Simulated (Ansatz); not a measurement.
Isolated molecules relaxed with PBE0-D4/def2-TZVP in Ansatz; ΔE leaves out vibrations. CBS: MP2 limit from def2 TZ/QZ plus the TZ coupled-cluster correction, frozen cores. This one scheme is used for every species. DFT in def2-TZVPP. B3LYP here is the variant with VWN-RPA as its local correlation; programs differ in this. One conformer a species, not always the lowest.

Reaction (formal exchange of groups at a B–B bond): `BBCOC` + CH₄ → `CBCOC` + BH₃

```csv
level,ΔE (eV)
B3LYP-D4,-0.03
B2PLYP,-0.07
PBE,0.08
MP2/def2-TZVPP,-0.16
MP2/def2-QZVPP,-0.16
SCS-MP2/def2-QZVPP,-0.15
HF/CBS(def2),-0.17
MP2/CBS(def2),-0.15
```

(1) What does CCSD(T)/CBS give? (Estimate.)

Largest T1 diagnostic among the species: 0.012.

Answers

(1) Ansatz gave: -0.10 eV. The listed levels differ from it by 0.07, 0.03, 0.18, -0.06, -0.06, -0.05, -0.07, -0.05 eV.

From PBE to PBE0 (25 % exact exchange), in def2-TZVPP and without D4, ΔE moves by −0.07 eV.
